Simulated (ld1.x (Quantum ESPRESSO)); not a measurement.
## Reading a pseudo-wave (Lu (Z = 71))

Columns: radius, all-electron u(r) and pseudo u(r) of the 5p shell (level -31.66 eV) of lutetium in the configuration [Kr] 4d10 4f14 5s2 5p6 5d1 6s2 6p0; PBE, scalar-relativistic, PAW scheme, ld1.x (Quantum ESPRESSO) 7.5.

| r (bohr) | all-electron | pseudo |
| --- | --- | --- |
| 0.143 | -0.3200 | -0.0211 |
| 0.285 | 0.2185 | -0.0813 |
| 0.428 | 0.4780 | -0.1744 |
| 0.570 | 0.1322 | -0.2884 |
| 0.713 | -0.3348 | -0.4120 |
| 0.855 | -0.6874 | -0.5298 |
| 0.998 | -0.8911 | -0.6313 |
| 1.140 | -0.9697 | -0.7054 |
| 1.283 | -0.9636 | -0.7472 |
| 1.425 | -0.9058 | -0.7544 |
| 1.568 | -0.8206 | -0.7297 |
| 1.710 | -0.7254 | -0.6793 |
| 1.853 | -0.6291 | -0.6107 |
| 1.995 | -0.5389 | -0.5339 |
| 2.138 | -0.4565 | -0.4560 |
| 2.280 | -0.3842 | -0.3842 |
| 2.423 | -0.3210 | -0.3210 |
| 2.565 | -0.2674 | -0.2674 |
| 2.708 | -0.2216 | -0.2216 |
| 2.850 | -0.1834 | -0.1834 |
| 2.992 | -0.1514 | -0.1514 |
| 3.135 | -0.1246 | -0.1246 |
| 3.278 | -0.1023 | -0.1023 |
| 3.420 | -0.0840 | -0.0840 |
| 3.563 | -0.0688 | -0.0688 |
| 3.705 | -0.0563 | -0.0563 |

Q: How many radial nodes do the two functions have?

A: The all-electron 5p function has n − l − 1 = 3 (the table is too coarse to show those close to the nucleus); the pseudo-wave has 0, since the states of the same l below it are removed with the core.

Q: At about which radius was the pseudo-wave matched?

A: 2.45 bohr. The columns agree to 0.0005 from 2.28 bohr on; several derivatives are matched, so the curves merge somewhat inside the radius.

Q: Is the pseudo-wave norm-conserving?

A: No, it belongs to a PAW set: the norm inside the radius is not constrained, and the difference is carried by the augmentation charge.
